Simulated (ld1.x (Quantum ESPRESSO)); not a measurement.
# Ranking TM semilocal potentials for xenon (Xe)

All share these settings but for the change named:

ld1.x (Quantum ESPRESSO) 7.5 input, shortened:

```
&input
   title='Xe', zed=54., rel=1, dft='PBE', iswitch=3,
   config='[Kr] 4d10 5s2 5p6'
 /
 &inputp
   pseudotype=1, tm=.true., lloc=1,
   nlcc=.true., rcore=1.15
 /
3
5S  1  0   2.00   0.00  1.35  1.35  0.0
4D  3  2  10.00   0.00  1.25  1.25  0.0
5P  2  1   6.00   0.00  1.50  1.50  0.0
 &test
   configts(1)='4d10 5s2 5p6'
 /
```

Test errors are all-electron minus pseudo excitation energies from the reference, over 4d10 5s2 5p5; 4d10 5s2 5p4; 4d10 5s2 5p3; 4d10 5s1 5p6; 4d10 5s2 5p2; 4d10 5s2 5p5.5; 4d9 5s2 5p6. None of these files shows a bound ghost.

The base gives 109.0 meV.

Of 8 variants that were run, those that failed, showed a ghost or another fault, or gave nearly equal values are left out.

A variant can come out equal or close to the base, since the largest error may sit in a test that the change hardly touches while other tests move.

Task: Rank these variants by their largest absolute test error, smallest first.
A. wave 5p (bound): rc 1.50 bohr becomes 5p (bound): rc 1.74 bohr
B. wave 5p (bound): rc 1.50 bohr becomes 5p (bound): rc 2.26 bohr
C. wave 5p (bound): rc 1.50 bohr becomes 5p (bound): rc 1.52 bohr
D. wave 5p (bound): rc 1.50 bohr becomes 5p (bound): rc 1.34 bohr
E. wave 5p (bound): rc 1.50 bohr becomes 5p (bound): rc 1.86 bohr

Result: C (109.0 meV), B (166.2 meV), A (189.3 meV), E (214.2 meV), D (876.9 meV).
